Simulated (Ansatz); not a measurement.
This geometry of ClH + FGa (4 atoms, charge 0, multiplicity 1) is a first-order saddle point.

The calculation used Ansatz, UKS B3LYP-D4/def2-SVP.

```xyz
4
Properties=species:S:1:pos:R:3
Ga -0.932 -1.195 -0.364
F 0.087 0.313 -1.149
H 0.433 0.578 0.033
Cl 0.412 0.304 1.480
```

**Question.** Which two structures does it join? (They come from a converged band through this point; their orientation in space is the band's.)

**Answer.** Bonds broken: Ga1–F2, H3–Cl4. Bonds formed: Ga1–Cl4, F2–H3. ClH + FGa becomes ClGa + FH.

Image 0:

```xyz
4
Properties=species:S:1:pos:R:3
Ga -1.037 -1.285 -0.664
F -0.046 0.150 -1.247
H 0.519 0.649 0.302
Cl 0.564 0.486 1.608
```

Image 8:

```xyz
4
Properties=species:S:1:pos:R:3
Ga -0.949 -1.275 -0.020
F 0.244 0.537 -1.225
H 0.510 0.745 -0.333
Cl 0.195 -0.006 1.578
```

**Question.** How far does it lie above each of them?

**Answer.** 0.103 eV above the first and 0.313 eV above the second. This is the barrier of this one path; another mechanism may lie lower. The orbitals were unrestricted but ended closed-shell.

The run took 100 s on 2 threads of Intel(R) Xeon(R) Platinum 8259CL CPU @ 2.50GHz (Skylake/Cascade Lake), on a shared host, peak memory 0.21 GiB.
